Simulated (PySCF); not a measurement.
## A computed series [M(OH)4]−

Computed with PySCF 2.14.0, PBE0, def2-SVP on the ligands, density fitting, scalar-relativistic core potentials, no spin-orbit coupling, vacuum. Each member is relaxed from one template within its symmetry. Distances are means of the shortest metal–ligand contacts, charges and spins Mulliken's; removal energies are rigid, with the ligand's formal charge and no counterpoise, so too large; for an anion taken off a cation in vacuum most of it is the attraction of opposite charges, and multiply charged cations can part far more cheaply with an electron moved from ligand to metal. lcecp potentials hold a fixed number of 4f electrons in the core, out of states, spins and gaps.

| metal | basis on the metal | point group | M–OH (Å) | charge on M (e) | removal of one OH (eV) | strongest infrared band, degenerate modes summed (cm⁻¹) | unstable modes (below −25 cm⁻¹) |
| --- | --- | --- | --- | --- | --- | --- | --- |
| Y | def2-SVP with ECP28 | S4 | 2.123 | 0.64 | 6.00 | 532 | 0 |
| Ce | lcecp-1-SVP with ECP47 | S4, nearly Td | 2.223 | 0.92 | 5.40 | 237 | 0 |
| Pm | lcecp-1-SVP with ECP50 | S4, nearly Td | 2.176 | 0.84 | 5.48 | 232 | 0 |
| Gd | lcecp-1-SVP with ECP53 | D2d, nearly Td | 2.136 | 0.82 | 5.60 | 222 | 0 |
| Yb | lcecp-1-SVP with ECP59 | C1 | 2.084 | 0.76 | 5.91 | – | not given |
| Bi | def2-SVP with ECP60 | C2 | 2.182 | 0.89 | 4.83 | 800 | 0 |

Question: What does the calculation give for Ho, lcecp-1-SVP with ECP56?

Answer: point group: S4, M–OH (Å): 2.104, charge on M (e): 0.78, removal of one OH (eV): 5.73, strongest infrared band, degenerate modes summed (cm⁻¹): 518, unstable modes (below −25 cm⁻¹): 0 (lowest -22 cm⁻¹, within noise).
```xyz
9

Ho    0.0000    0.0000    0.0000
O     1.2292    1.2149    1.2005
H     1.9965    1.5123    1.6830
O    -1.2292   -1.2149    1.2005
H    -1.9965   -1.5123    1.6830
O     1.2149   -1.2292   -1.2005
H     1.5123   -1.9965   -1.6830
O    -1.2149    1.2292   -1.2005
H    -1.5123    1.9965   -1.6830
```

From Ce to Yb the M–OH distance shrinks by 0.14 Å, the lanthanide contraction, and the energy to remove one OH rises by 0.51 eV.

Members with unstable modes aren't minima as they stand: saddle points kept by symmetry or, where the modes are soft, flat surfaces and noise. Moved off a saddle point of the template and relaxed again: Yb, Bi. One start shape was tried for each, so a minimum needn't be the lowest isomer.
